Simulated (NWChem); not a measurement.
Species: C2H6OSi; SMILES C[SiH2]C=O

```xyz
10

C     -1.0619    -1.4032     0.0000
Si     0.6440    -0.6381     0.0000
C      0.4360     1.2847     0.0000
O     -0.6570     1.7971     0.0000
H     -1.6215    -1.0743    -0.8885
H     -1.0167    -2.5024     0.0000
H     -1.6215    -1.0743     0.8885
H      1.4484    -1.0085     1.2081
H      1.4484    -1.0085    -1.2081
H      1.3573     1.9360     0.0000
```
Atoms are numbered in this order, from 1.

Results from NWChem. Geometry: optimised at PBE0/def2-SVP. Level B3LYP/def2-SVP: energy and gradient on several grids; changes count from the extra-fine grid, which is no exact limit either.

```tsv
grid	size of the energy change (μHa)	largest change of a gradient component (μHa/bohr)	time, medium = 1 (rough)
xcoarse	300	2000	about 1
coarse	< 10	300	about 1
medium	< 10	70	about 1
fine	< 10	< 30	about 1
xfine	< 10	< 30	2
```
